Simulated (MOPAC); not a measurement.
Input file for MOPAC: PM6 on C3H5NO (a complex).

```
PM6 1SCF PRECISE CHARGE=0 THREADS=1
C3H5NO

C     -0.46930834 1    -0.45528439 1     0.16497162 1
O      0.66485995 1    -0.05572211 1     0.13568639 1
H     -0.71021650 1    -1.52942070 1     0.25603581 1
H     -1.33382768 1     0.22935422 1     0.10211369 1
C      1.21737006 1     0.41426585 1     3.35281748 1
C     -0.14739081 1    -0.07362327 1     3.26750662 1
N     -1.22419923 1    -0.46222872 1     3.15730383 1
H      1.23766415 1     1.40177345 1     3.81398067 1
H      1.82604227 1    -0.26752970 1     3.94689517 1
H      1.63097938 1     0.47959744 1     2.34487995 1
```

Program output:

```
*******************************************************************************
 **                                                                           **
 **                              MOPAC v23.2.5                                **
 **                                                                           **
 *******************************************************************************
 ** MOPAC's Digital Object Identifier: https://doi.org/10.5281/zenodo.6511958 **
 **                                                                           **
 ** Please cite the open-source release paper for use of this MOPAC version:  **
 ** J. E. Moussa and J. J. P. Stewart (2026)                                  **
 ** MOPAC: An open-source semiempirical molecular orbital program             **
 ** J. Open Source Softw., 11(119), 8025, https://doi.org/10.21105/joss.08025 **
 *******************************************************************************

                              PM6 CALCULATION RESULTS

 *******************************************************************************
 *  PM6        - The PM6 Hamiltonian to be used
 *
 *
 *
 *                 CHARGE ON SYSTEM = 0
 *
 *
 *
 *  PRECISE    - TIGHTER CRITERIA TO BE USED
 *  1SCF       - DO 1 SCF AND THEN STOP
 *  THREADS=1  - MULTI-THREADING NOT USED
 *  T=         - A TIME OF 172800.0 SECONDS REQUESTED
 *  DUMP=N     - RESTART FILE WRITTEN EVERY 7200.0 SECONDS REQUESTED
 *******************************************************************************
PM6 1SCF PRECISE CHARGE=0 THREADS=1
 C3H5NO

   ATOM   CHEMICAL          X               Y               Z
  NUMBER   SYMBOL      (ANGSTROMS)     (ANGSTROMS)     (ANGSTROMS)

     1       C         -0.46930834  *  -0.45528439  *   0.16497162  *
     2       O          0.66485995  *  -0.05572211  *   0.13568639  *
     3       H         -0.71021650  *  -1.52942070  *   0.25603581  *
     4       H         -1.33382768  *   0.22935422  *   0.10211369  *
     5       C          1.21737006  *   0.41426585  *   3.35281748  *
     6       C         -0.14739081  *  -0.07362327  *   3.26750662  *
     7       N         -1.22419923  *  -0.46222872  *   3.15730383  *
     8       H          1.23766415  *   1.40177345  *   3.81398067  *
     9       H          1.82604227  *  -0.26752970  *   3.94689517  *
    10       H          1.63097938  *   0.47959744  *   2.34487995  *



          CARTESIAN COORDINATES

    NO.       ATOM           X           Y           Z

     1         C         -0.4693     -0.4553      0.1650
     2         O          0.6649     -0.0557      0.1357
     3         H         -0.7102     -1.5294      0.2560
     4         H         -1.3338      0.2294      0.1021
     5         C          1.2174      0.4143      3.3528
     6         C         -0.1474     -0.0736      3.2675
     7         N         -1.2242     -0.4622      3.1573
     8         H          1.2377      1.4018      3.8140
     9         H          1.8260     -0.2675      3.9469
    10         H          1.6310      0.4796      2.3449

 General Reference for PM6:
 "Optimization of Parameters for Semiempirical Methods V: Modification of NDDO Approximations
 and Application to 70 Elements", J. J. P. Stewart, J. Mol. Mod., 13, 1173-1213 (2007)
 URL: https://link.springer.com/article/10.1007/s00894-007-0233-4

           Empirical Formula: C3 H5 N O  =    10 atoms



      MOLECULAR POINT GROUP   :   Cs


      RHF CALCULATION, NO. OF DOUBLY OCCUPIED LEVELS = 14


 -------------------------------------------------------------------------------
 PM6 1SCF PRECISE CHARGE=0 THREADS=1
 C3H5NO



     1SCF WAS SPECIFIED, SO BFGS WAS NOT USED
     SCF FIELD WAS ACHIEVED


                              PM6 CALCULATION
                                                       MOPAC v23.2.5 Linux




          FINAL HEAT OF FORMATION =         -2.66189 KCAL/MOL =     -11.13735 KJ/MOL


          COSMO AREA              =        120.81 SQUARE ANGSTROMS
          COSMO VOLUME            =        105.87 CUBIC ANGSTROMS

          IONIZATION POTENTIAL    =         10.263476 EV
          HOMO LUMO ENERGIES (EV) =        -10.263  0.064
          NO. OF FILLED LEVELS    =         14
          MOLECULAR WEIGHT        =         71.0786         POINT GROUP:  Cs

          MOLECULAR DIMENSIONS (Angstroms)

            Atom       Atom       Distance
            H     8    H     3     5.00451
            H     4    H     9     3.39531
            O     2    N     7     3.35843


          SCF CALCULATIONS        =          1





   ATOM   CHEMICAL          X               Y               Z
  NUMBER   SYMBOL      (ANGSTROMS)     (ANGSTROMS)     (ANGSTROMS)

     1       C         -0.46930834  *  -0.45528439  *   0.16497162  *
     2       O          0.66485995  *  -0.05572211  *   0.13568639  *
     3       H         -0.71021650  *  -1.52942070  *   0.25603581  *
     4       H         -1.33382768  *   0.22935422  *   0.10211369  *
     5       C          1.21737006  *   0.41426585  *   3.35281748  *
     6       C         -0.14739081  *  -0.07362327  *   3.26750662  *
     7       N         -1.22419923  *  -0.46222872  *   3.15730383  *
     8       H          1.23766415  *   1.40177345  *   3.81398067  *
     9       H          1.82604227  *  -0.26752970  *   3.94689517  *
    10       H          1.63097938  *   0.47959744  *   2.34487995  *

                             CARTESIAN COORDINATES

   1    C       -0.469308340    -0.455284390     0.164971620
   2    O        0.664859950    -0.055722110     0.135686390
   3    H       -0.710216500    -1.529420700     0.256035810
   4    H       -1.333827680     0.229354220     0.102113690
   5    C        1.217370060     0.414265850     3.352817480
   6    C       -0.147390810    -0.073623270     3.267506620
   7    N       -1.224199230    -0.462228720     3.157303830
   8    H        1.237664150     1.401773450     3.813980670
   9    H        1.826042270    -0.267529700     3.946895170
  10    H        1.630979380     0.479597440     2.344879950


           Empirical Formula: C3 H5 N O  =    10 atoms



      MOLECULAR POINT GROUP   :   Cs


                  EIGENVALUES
 -32.22062 -31.97407 -27.19848 -23.44393 -17.89567 -17.18595 -16.05948 -15.91512
 -15.13344 -14.76494 -13.02085 -13.02006 -12.92082 -10.26348   0.06425   1.19406
   1.21134   2.87285   4.09773   4.49152   4.79794   4.83479   4.93856   5.17062
   5.94199


              NET ATOMIC CHARGES AND DIPOLE CONTRIBUTIONS

  ATOM NO.   TYPE          CHARGE      No. of ELECS.   s-Pop       p-Pop
    1          C           0.253197        3.7468     1.14815     2.59865
    2          O          -0.456870        6.4569     1.84675     4.61012
    3          H           0.101344        0.8987     0.89866
    4          H           0.101383        0.8986     0.89862
    5          C          -0.450051        4.4501     1.07158     3.37847
    6          C           0.129571        3.8704     1.12675     2.74368
    7          N          -0.264740        5.2647     1.80990     3.45484
    8          H           0.189022        0.8110     0.81098
    9          H           0.189046        0.8110     0.81095
   10          H           0.208099        0.7919     0.79190
 DIPOLE           X         Y         Z       TOTAL
 POINT-CHG.     0.220     0.091     0.239     0.337
 HYBRID         0.677     0.247     0.099     0.727
 SUM            0.897     0.338     0.338     1.016


          ATOMIC ORBITAL ELECTRON POPULATIONS

     Atom    s        px        py        pz
    1  C   1.14815   0.91163   1.04917   0.63785
    2  O   1.84675   1.37700   1.86334   1.36977
    3  H   0.89866
    4  H   0.89862
    5  C   1.07158   0.99847   1.17112   1.20888
    6  C   1.12675   0.93073   0.90947   0.90348
    7  N   1.80990   1.20322   1.12914   1.12247
    8  H   0.81098
    9  H   0.81095
   10  H   0.79190

 **********************
 *                    *
 * JOB ENDED NORMALLY *
 *                    *
 **********************




 == MOPAC DONE ==
```

The run finished.

Cost: very roughly 0.03 core-seconds.
